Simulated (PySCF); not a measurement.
# SMILES C[C@@H]1C[SiH2][C@@H]1O[SiH3], C$_{4}$H$_{12}$OSi$_{2}$

Molfile (atoms numbered from 1):
```
C4H12OSi2
     RDKit          3D

 19 19  0  0  0  0  0  0  0  0999 V2000
   -0.9933   -1.6246   -0.9352 C   0  0  0  0  0  0  0  0  0  0  0  0
   -1.0993   -0.6722    0.2421 C   0  0  2  0  0  0  0  0  0  0  0  0
   -1.8920    0.6223   -0.0548 C   0  0  0  0  0  0  0  0  0  0  0  0
   -0.5660    1.6932    0.8007 Si  0  0  0  0  0  4  0  0  0  0  0  0
    0.2490   -0.0522    0.7029 C   0  0  2  0  0  0  0  0  0  0  0  0
    1.2472   -0.1693   -0.2773 O   0  0  0  0  0  0  0  0  0  0  0  0
    2.8056    0.2268   -0.2241 Si  0  0  0  0  0  4  0  0  0  0  0  0
   -0.5136   -1.1292   -1.7756 H   0  0  0  0  0  0  0  0  0  0  0  0
   -0.3966   -2.4945   -0.6689 H   0  0  0  0  0  0  0  0  0  0  0  0
   -1.9840   -1.9589   -1.2389 H   0  0  0  0  0  0  0  0  0  0  0  0
   -1.5483   -1.1953    1.0908 H   0  0  0  0  0  0  0  0  0  0  0  0
   -1.9629    0.8000   -1.1271 H   0  0  0  0  0  0  0  0  0  0  0  0
   -2.9049    0.6168    0.3417 H   0  0  0  0  0  0  0  0  0  0  0  0
    0.0749    2.7412    0.0139 H   0  0  0  0  0  0  0  0  0  0  0  0
   -0.8539    2.1248    2.1685 H   0  0  0  0  0  0  0  0  0  0  0  0
    0.6161   -0.5014    1.6329 H   0  0  0  0  0  0  0  0  0  0  0  0
    2.9984    1.6658   -0.0006 H   0  0  0  0  0  0  0  0  0  0  0  0
    3.5069   -0.4785    0.8555 H   0  0  0  0  0  0  0  0  0  0  0  0
    3.2067   -0.2054   -1.5540 H   0  0  0  0  0  0  0  0  0  0  0  0
  1  2  1  0
  2  3  1  0
  3  4  1  0
  4  5  1  0
  5  6  1  0
  6  7  1  0
  5  2  1  0
  1  8  1  0
  1  9  1  0
  1 10  1  0
  2 11  1  1
  3 12  1  0
  3 13  1  0
  4 14  1  0
  4 15  1  0
  5 16  1  1
  7 17  1  0
  7 18  1  0
  7 19  1  0
M  END
```

Method used: TDDFT PBE0/def2-SVPD circular dichroism and optical rotation, one conformer, gas phase in PySCF. Geometry: GFN2-xTB.

The molecule is flexible and this is one conformer; a measurement averages over conformers. States above about 7.0 eV lie in this functional's continuum (it starts at minus the energy of the highest occupied orbital, well below the true ionisation energy for most functionals) and depend on the basis.

Q: Assign R or S to each stereocentre.

A: C2 R, C5 S.

Q: Which excitations and rotatory strengths does the calculation give?

A: Rotatory strengths R in 10⁻⁴⁰ esu² cm², velocity form and length form (origin at the centre of mass); f in length form.
```tsv
state	E (eV)	λ (nm)	f	R (velocity)	R (length)	main
1	5.71	217	0.018	+9.2	+9.5	HOMO→LUMO 0.97
2	6.31	196	0.029	+9.6	+9.5	HOMO→LUMO+1 0.91
3	6.64	187	0.031	+24.3	+24.2	HOMO→LUMO+2 0.84, HOMO→LUMO+3 0.09
4	6.69	185	0.017	+27.3	+25.9	HOMO−1→LUMO 0.92
5	6.88	180	0.030	+56.6	+54.1	HOMO→LUMO+3 0.81
6	7.06	176	0.010	+12.6	+12.6	HOMO→LUMO+4 0.45, HOMO→LUMO+5 0.38
7	7.17	173	0.023	-52.2	-49.4	HOMO−1→LUMO+1 0.74, HOMO−2→LUMO 0.18
8	7.22	172	0.008	-1.4	-1.0	HOMO→LUMO+5 0.57, HOMO→LUMO+4 0.34
9	7.35	169	0.010	-18.8	-18.2	HOMO−2→LUMO 0.63, HOMO−1→LUMO+1 0.19
10	7.48	166	0.030	-28.9	-26.9	HOMO→LUMO+6 0.72, HOMO→LUMO+8 0.11
11	7.57	164	0.008	-14.1	-13.9	HOMO−1→LUMO+2 0.59, HOMO−2→LUMO 0.10
12	7.63	162	0.005	+4.2	+1.9	HOMO→LUMO+7 0.70, HOMO→LUMO+8 0.12
```

Among the states computed, the strongest CD band (largest |R|) is state 5. The largest dissymmetry factor in size, g = 4R/(D+G), with D and G the electric and magnetic dipole strengths, is -0.023 for state 7 (velocity form, f = 0.025), among bands with |R| over 0.5. The mirror image has the same energies and oscillator strengths and all R with the opposite sign.
